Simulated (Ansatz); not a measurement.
Computed with Ansatz on PBE0-D4/def2-TZVP structures; ΔE is electronic, products minus reactants. CCSD(T)/CBS adds triple-zeta CCSD(T) − MP2 to the extrapolated MP2 energy (def2 sets, frozen cores). This one scheme is used for every species. Functionals use def2-TZVPP. def2 core potentials past Kr. For In outer-core shells are correlated without core-valence functions, which leaves a few kJ/mol of doubt a bond. Each species was taken in one conformer, which may not be the lowest.

Reaction (ligand exchange at the In–S bond): `[F][InH][SH]` + `CC(C)N` → `CC(C)[NH][InH][F]` + H₂S

`[F][InH][SH]`:

Z-matrix (Å, degrees):
```
In
F 1 1.954
S 1 2.360 2 107.9
H 1 1.693 2 117.6 3 180.0
H 3 1.345 1 91.2 2 0.0
```

`CC(C)N`:

Cartesian coordinates in Å:
```
C 0.373 -1.324 -0.187
C -0.044 0.127 -0.335
C -1.084 0.512 0.700
N 1.130 0.974 -0.160
H 1.122 -1.599 -0.936
H 0.809 -1.491 0.802
H -0.482 -1.992 -0.310
H -0.499 0.247 -1.333
H -1.981 -0.104 0.601
H -1.384 1.558 0.588
H -0.679 0.383 1.707
H 1.833 0.757 -0.857
H 0.886 1.950 -0.280
```

`CC(C)[NH][InH][F]`:

Cartesian coordinates in Å:
```
C -1.453 -0.934 0.574
C -0.137 -0.761 -0.173
C -0.335 0.053 -1.436
N 0.879 -0.158 0.662
In 1.721 1.641 0.564
F 2.770 1.752 2.221
H -2.192 -1.456 -0.040
H -1.860 0.041 0.856
H -1.307 -1.514 1.489
H 0.207 -1.761 -0.480
H -0.710 1.055 -1.195
H 0.602 0.158 -1.991
H -1.064 -0.418 -2.097
H 1.036 -0.656 1.526
H 1.841 2.958 -0.481
```

H₂S:

Z-matrix (Å, degrees):
```
S
H 1 1.341
H 1 1.341 2 92.3
```

Problem. Is it downhill or uphill in electronic energy at CCSD(T)/CBS, and by how much? (Estimate.)

Solution. Ansatz gave: Uphill: ΔE = +70.3 kJ/mol.

Problem. What do these levels give: ωB97M-V, B2PLYP, CCSD(T)/def2-TZVPP, MP2/def2-QZVPP, SCS-MP2/def2-QZVPP, HF/CBS(def2)? (Estimate.)

Solution. The calculation gave: ωB97M-V 78.9, B2PLYP 79.0, CCSD(T)/def2-TZVPP 71.3, MP2/def2-QZVPP 69.7, SCS-MP2/def2-QZVPP 71.0, HF/CBS(def2) 94.8 kJ/mol.

Largest T1 diagnostic among the species: 0.016.

In def2-TZVPP, CCSD(T) changes the Hartree–Fock value by −24.5 kJ/mol (the triples alone add −2.8 kJ/mol) and MP2 by −25.2 kJ/mol. From PBE to PBE0 (25 % exact exchange), in def2-TZVPP and without D4, ΔE moves by +3.9 kJ/mol. The D4 term adds −7.7 kJ/mol with B3LYP and −4.4 kJ/mol with PBE0; it sums over pairs of atoms, weighted by their polarisabilities, and B3LYP, whose exchange is more repulsive, gets the larger term.

B3LYP here is the variant with VWN-RPA as its local correlation; programs differ in this.
